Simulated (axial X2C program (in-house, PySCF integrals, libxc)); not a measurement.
# Bond lengths and stretching modes, held linear, of SeOH⁺

Computed with an in-house all-electron X2C program for linear molecules (integrals from PySCF): two-component X2C with atomic mean-field Coulomb and Gaunt terms, Gaussian nuclei, basis Se dyall-v3z, O dyall-av3z, H dyall-v3z with contracted cores. Spin-free rows use the one-electron spin-free X2C Hamiltonian.

Masses Se 79.917, O 15.995, H 1.008 u. States: 2c Ω = 1 (beyond evenly filled blocks: ω = -1/2, ω = 3/2); spin-free M_S = 1, Λ = 0 (beyond evenly filled blocks: π+α, π-α).

PBE0, spin-free: energies above the lowest point

| r(Se–O) (Å) | r(O–H) (Å) | E (meV) |
| --- | --- | --- |
| 1.6009 | 0.9467 | 50.34 |
| 1.6009 | 0.9710 | 37.71 |
| 1.6009 | 0.9953 | 53.74 |
| 1.6420 | 0.9467 | 13.52 |
| 1.6420 | 0.9710 | 0.00 |
| 1.6420 | 0.9953 | 15.17 |
| 1.6420 | 1.0195 | 54.28 |
| 1.6830 | 0.9467 | 55.12 |
| 1.6830 | 0.9710 | 40.66 |
| 1.6830 | 0.9953 | 54.91 |
| 1.7241 | 0.9710 | 143.66 |
| 1.7241 | 1.0195 | 194.23 |

Question: Fit a quadratic surface with cubic terms in each bond: where is the minimum, and what are the two stretching wavenumbers?

Answer: At PBE0, spin-free: bonds 1.640 and 0.970 Å; harmonic stretches 952.0 and 3759.9 cm⁻¹; force constants 7.53, 7.85 and coupling -0.15 mdyn/Å.

The other levels and Hamiltonians give:

```tsv
Hamiltonian	level	r(Se–O) (Å)	r(O–H) (Å)	lower stretch (cm⁻¹)	upper stretch (cm⁻¹)
2c	PBE0	1.640	0.970	950.6	3759.5
2c	HF	1.613	0.952	1024.0	3968.0
2c	r2SCAN	1.647	0.972	930.9	3713.8
2c	MP2	1.646	0.973	946.5	3722.3
spin-free	HF	1.613	0.952	1024.9	3968.1
spin-free	r2SCAN	1.646	0.972	932.1	3714.2
spin-free	MP2	1.645	0.973	947.9	3722.2
```

Each state is one determinant, the lowest of a limited PBE0 search; the stretches come from a fit to these few points and carry an uncertainty of a few per cent. Other orders of the atoms were not compared. MP2 freezes inner shells (threshold -2 hartree). The molecule was held linear; bending was not examined, so a bent shape may lie lower. Open-shell Ω = 0 determinants with evenly filled partner blocks cannot be reached by this program, so the Ω shown need not be the lowest component. Note: several unpaired electrons, one determinant need not be a pure state.
